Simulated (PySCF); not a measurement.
C4H9 (SMILES [CH2]CCC), doublet, at a GFN2-xTB geometry; PySCF with CAMB3LYP/def2-SV(P).

Here is a job for PySCF.
```python
from pyscf import gto, scf, dft

mol = gto.M(
    atom='''
C     0.637305    1.870053   -0.013944
C     0.720085    0.402568   -0.007129
C    -0.680967   -0.259710    0.006131
C    -0.578777   -1.778271    0.013066
H    -1.570814   -2.224755    0.022342
H     0.521816    2.413063    0.904085
H     0.508790    2.403784   -0.935675
H    -0.039361   -2.121966    0.893137
H    -0.051852   -2.130863   -0.871042
H     1.245726    0.047094   -0.897555
H     1.258307    0.056056    0.879305
H    -1.235493    0.070423   -0.874191
H    -1.222996    0.079324    0.890842
''',
    basis='def2-sv(p)',
    charge=0,
    spin=1,
    verbose=4,
)

mf = dft.UKS(mol)
mf.xc = 'camb3lyp'
mf.kernel()
mf.analyze()
```

Output, abridged:

```
PySCF version 2.14.0

[INPUT] verbose = 4
[INPUT] num. atoms = 13
[INPUT] num. electrons = 33
[INPUT] charge = 0
[INPUT] spin (= nelec alpha-beta = 2S) = 1
[INPUT] symmetry False subgroup None
[INPUT] Mole.unit = angstrom
[INPUT] Symbol           X                Y                Z      unit          X                Y                Z       unit  Magmom
[...]
nuclear repulsion = 123.694798267844
number of shells = 42
number of NR pGTOs = 132
number of NR cGTOs = 74
basis = def2-sv(p)
ecp = {}

******** <class 'pyscf.dft.uks.UKS'> ********
method = UKS
initial guess = minao
damping factor = 0
level_shift factor = 0
DIIS = <class 'pyscf.scf.diis.CDIIS'>
diis_start_cycle = 1
diis_space = 8
diis_damp = 0
SCF conv_tol = 1e-09
SCF conv_tol_grad = None
SCF max_cycles = 50
direct_scf = True
direct_scf_tol = 1e-13
number electrons alpha = 17  beta = 16
XC library pyscf.dft.libxc version 7.1.2
    S. Lehtola, C. Steigemann, M. J. T. Oliveira, and M. A. L. Marques,  SoftwareX 7, 1–5 (2018)
XC functionals = camb3lyp
    T. Yanai, D. P. Tew, and N. C. Handy,  Chem. Phys. Lett. 393, 51 (2004)
radial grids:
    Treutler-Ahlrichs [JCP 102, 346 (1995); DOI:10.1063/1.469408] (M4) radial grids

becke partition: Becke, JCP 88, 2547 (1988); DOI:10.1063/1.454033
pruning grids: <function nwchem_prune>
grids dens level: 3
symmetrized grids: False
atomic radii adjust function: <function treutler_atomic_radii_adjust>
small_rho_cutoff = 0
Set gradient conv threshold to 3.16228e-05
tot grids = 144744
init E= -157.771929515444

cycle= 1 E= -157.520776312323  delta_E= 0.251  |g|= 0.174  |ddm|= 2.33
cycle= 2 E= -157.533149095338  delta_E= -0.0124  |g|= 0.123  |ddm|= 0.343
cycle= 3 E= -157.541359166294  delta_E= -0.00821  |g|= 0.0199  |ddm|= 0.14
cycle= 4 E= -157.541704384271  delta_E= -0.000345  |g|= 0.00747  |ddm|= 0.0488
cycle= 5 E= -157.541746247602  delta_E= -4.19e-05  |g|= 0.00271  |ddm|= 0.0098
cycle= 6 E= -157.541755534597  delta_E= -9.29e-06  |g|= 0.000639  |ddm|= 0.00813
cycle= 7 E= -157.541755956725  delta_E= -4.22e-07  |g|= 0.000268  |ddm|= 0.00156
cycle= 8 E= -157.541756009806  delta_E= -5.31e-08  |g|= 8.58e-05  |ddm|= 0.000475
cycle= 9 E= -157.541756017471  delta_E= -7.67e-09  |g|= 1.59e-05  |ddm|= 0.000202
cycle= 10 E= -157.541756017881  delta_E= -4.1e-10  |g|= 4.48e-06  |ddm|= 5.01e-05
Extra cycle  E= -157.541756017904  delta_E= -2.28e-11  |g|= 2.61e-06  |ddm|= 1.22e-05
converged SCF energy = -157.541756017904  <S^2> = 0.75395723  2S+1 = 2.0039533
[...]
Total Energy =                        -157.541756017904049
[...]
spin_pop of  3 C 2pz       0.00030
spin_pop of  3 C 3px       0.00004
spin_pop of  3 C 3py       0.00001
spin_pop of  3 C 3pz       0.00001
spin_pop of  3 C 3dxy      0.00002
spin_pop of  3 C 3dyz     -0.00000
spin_pop of  3 C 3dz^2     0.00001
spin_pop of  3 C 3dxz     -0.00000
spin_pop of  3 C 3dx2-y2   -0.00001
spin_pop of  4 H 1s        0.00122
spin_pop of  4 H 2s        0.00003
spin_pop of  5 H 1s       -0.02823
spin_pop of  5 H 2s        0.00020
spin_pop of  6 H 1s       -0.02823
spin_pop of  6 H 2s        0.00020
spin_pop of  7 H 1s       -0.00023
spin_pop of  7 H 2s        0.00002
spin_pop of  8 H 1s       -0.00023
spin_pop of  8 H 2s        0.00002
spin_pop of  9 H 1s        0.01377
spin_pop of  9 H 2s        0.00007
spin_pop of  10 H 1s        0.01377
spin_pop of  10 H 2s        0.00007
spin_pop of  11 H 1s       -0.00236
spin_pop of  11 H 2s        0.00042
spin_pop of  12 H 1s       -0.00236
spin_pop of  12 H 2s        0.00042
 ** Mulliken Spin Density (per atom)  **
spin density of  0 C =      1.01320
spin density of  1 C =     -0.04841
spin density of  2 C =      0.05853
spin density of  3 C =      0.00811
spin density of  4 H =      0.00125
spin density of  5 H =     -0.02803
spin density of  6 H =     -0.02803
spin density of  7 H =     -0.00021
spin density of  8 H =     -0.00021
spin density of  9 H =      0.01384
spin density of  10 H =      0.01384
spin density of  11 H =     -0.00194
spin density of  12 H =     -0.00194
 ** Mulliken pop alpha/beta on meta-lowdin orthogonal AOs **
 ** Mulliken pop       alpha | beta **
In total            17.00000 | 16.00000
 ** Mulliken atomic charges   ( Nelec_alpha | Nelec_beta ) **
charge of  0C =     -0.21418  (     3.61369      2.60049 )
charge of  1C =     -0.15364  (     3.05261      3.10102 )
charge of  2C =     -0.13545  (     3.09699      3.03846 )
charge of  3C =     -0.26579  (     3.13695      3.12884 )
charge of  4H =      0.08905  (     0.45610      0.45485 )
charge of  5H =      0.09241  (     0.43978      0.46781 )
charge of  6H =      0.09241  (     0.43978      0.46781 )
charge of  7H =      0.08467  (     0.45756      0.45777 )
charge of  8H =      0.08467  (     0.45756      0.45777 )
charge of  9H =      0.08408  (     0.46488      0.45104 )
charge of  10H =      0.08408  (     0.46488      0.45104 )
charge of  11H =      0.07884  (     0.45961      0.46155 )
charge of  12H =      0.07884  (     0.45961      0.46155 )
Dipole moment(X, Y, Z, Debye): -0.21524, -0.24744,  0.00276
```
